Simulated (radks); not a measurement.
V V, 19 electrons, occupied as [Ar] 3d1. Calculated with a radial shooting solver on a logarithmic mesh with Libxc functionals: Dirac Kohn-Sham, PBE, spin-unpolarised, spherical densities, point nucleus; open shells fill j = l - 1/2 first.

Unscreened Slater integrals over Kohn-Sham orbitals (eV). Large and small components are both included. Empty in this configuration: 3d5/2.

integral          value
F0(3d3/2,3d3/2)  23.012
F2(3d3/2,3d3/2)  11.062
F0(3d3/2,3p3/2)  24.012
F2(3d3/2,3p3/2)  11.671
G1(3d3/2,3p3/2)  14.410
G3(3d3/2,3p3/2)  8.8558
F0(3d3/2,3p1/2)  24.094
G1(3d3/2,3p1/2)  14.480
F0(3d3/2,3s1/2)  24.578
G2(3d3/2,3s1/2)  11.119
F0(3d3/2,3d5/2)  22.990
F2(3d3/2,3d5/2)  11.053
G2(3d3/2,3d5/2)  11.046
G4(3d3/2,3d5/2)  6.9610
F0(3p3/2,3p3/2)  25.279
F2(3p3/2,3p3/2)  12.771
F0(3p3/2,3p1/2)  25.370
G2(3p3/2,3p1/2)  12.809
F0(3p3/2,3s1/2)  25.887
G1(3p3/2,3s1/2)  17.251
F0(3p3/2,3d5/2)  23.987
F2(3p3/2,3d5/2)  11.662
G1(3p3/2,3d5/2)  14.405
G3(3p3/2,3d5/2)  8.8521
F0(3p1/2,3p1/2)  25.462
F0(3p1/2,3s1/2)  25.983
G1(3p1/2,3s1/2)  17.308
F0(3p1/2,3d5/2)  24.069
G3(3p1/2,3d5/2)  8.8815
F0(3s1/2,3s1/2)  26.554
F0(3s1/2,3d5/2)  24.552
G2(3s1/2,3d5/2)  11.111
F0(3d5/2,3d5/2)  22.967
F2(3d5/2,3d5/2)  11.044
F4(3d5/2,3d5/2)  6.9597
